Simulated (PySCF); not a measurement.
## Eu⁴⁷⁺: ionisation energy

Eu⁴⁷⁺ [Ne] 3s2 3p4 (3P) → Eu⁴⁸⁺ [Ne] 3s2 3p3 (4S), as a difference of total energies. Calculation: PySCF 2.14, in an even-tempered Gaussian basis (18 s from 9.6 bohr⁻², ratio 2.5; 12 p from 12 bohr⁻², ratio 2.5; 4 d from 54 bohr⁻², ratio 2.7; 4 f from 80 bohr⁻², ratio 2.7); scalar relativity by spin-free X2C-1e. Correlated levels: outer shells: 1s2 frozen; virtual orbitals above 40 to 60 times the deepest correlated orbital energy dropped. The calculations carry no spin-orbit coupling.

```csv
method,ionisation energy (eV)
UHF,4069.3
LDA,4072.0
PBE,4073.1
PBE0,4072.6
r2SCAN,4072.3
B3LYP,4073.2
BP86,4074.3
MP2 (outer shells),4070.4
SCS-MP2 (outer shells),4070.4
```

Spin-orbit coupling is strong in these open shells (close to jj coupling). The scalar numbers leave it out and a first-order estimate fails, so it can dominate the gap to the real levels.

The ground level that NIST lists for one species does not belong to the high-spin term computed here, so part of any gap is the choice of state.

Breit and QED terms and the two-electron picture change are absent.

For comparison: 4031 ± 4 eV (theoretical estimate listed by NIST; NIST Atomic Spectra Database, ionization energies).
